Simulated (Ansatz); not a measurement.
`[F][Ga]([F])[O][SiH3]` + `BC=O` → `[F][GaH][O][SiH3]` + `O=CBF` at 500 K and 1 bar (redistribution).

Isolated molecules relaxed with PBE0-D4/def2-TZVP in Ansatz; ΔE leaves out vibrations. CBS: MP2 limit from def2 TZ/QZ plus the TZ coupled-cluster correction, frozen cores. For Ga outer-core shells are correlated without core-valence functions, which leaves a few kJ/mol of doubt a bond. Scalar relativity is left out up to krypton. Each species was taken in one conformer, which may not be the lowest.

```json
{"species": "`[F][Ga]([F])[O][SiH3]`", "CCSD(T)/CBS energy (Eh)": "-2489.72997", "H − E (kJ/mol)": "135.7", "S (J/(mol·K))": "449.9"}
{"species": "`BC=O`", "CCSD(T)/CBS energy (Eh)": "-139.76288", "H − E (kJ/mol)": "127.0", "S (J/(mol·K))": "302.2"}
{"species": "`[F][GaH][O][SiH3]`", "CCSD(T)/CBS energy (Eh)": "-2390.49581", "H − E (kJ/mol)": "143.9", "S (J/(mol·K))": "417.4"}
{"species": "`O=CBF`", "CCSD(T)/CBS energy (Eh)": "-239.02821", "H − E (kJ/mol)": "116.8", "S (J/(mol·K))": "330.0"}
```

H − E and S are ideal-gas, rigid-rotor, harmonic terms from PBE0-D4/def2-TZVP, for one conformer and one mirror image of each species. 1 Eh = 2625.50 kJ/mol, R = 8.31446 J/(mol·K).

Task: By hand: ΔE, ΔH, ΔS and ΔG.

Result: ΔE = (-2390.49581) + (-239.02821) − (-2489.72997) − (-139.76288) = -0.03117 Eh = -81.8 kJ/mol. Δ(H − E) = 143.9 + 116.8 − 135.7 − 127.0 = -2.0, so ΔH = -83.8 kJ/mol. ΔS = 417.4 + 330.0 − 449.9 − 302.2 = -4.7 J/(mol·K). ΔG = -83.8 − 500 × (-4.7)/1000 = -81.5 kJ/mol.

Task: By hand: the equilibrium constant, and the temperature at which ΔG would vanish if ΔH and ΔS stayed fixed.

Result: log₁₀ K = −ΔG/(RT ln 10) = 8.5. ΔG = 0 at ΔH/ΔS = 17830 K, far beyond where these terms or the molecules hold.

The number of gas molecules stays the same, so ΔS is small and ΔH decides. A doubt of 5 kJ/mol in ΔE shifts log₁₀ K by 0.5 here. Other conformers and mirror images would add mixing entropy, several J/(mol·K) or more a flexible species. Modes under 60 cm⁻¹, often nearly free rotors, make the harmonic entropy too high. These are equilibria of isolated gas molecules and say nothing of rates. Largest T1 diagnostic: 0.021 (customary marks: 0.02 for closed shells, 0.045 for open ones).
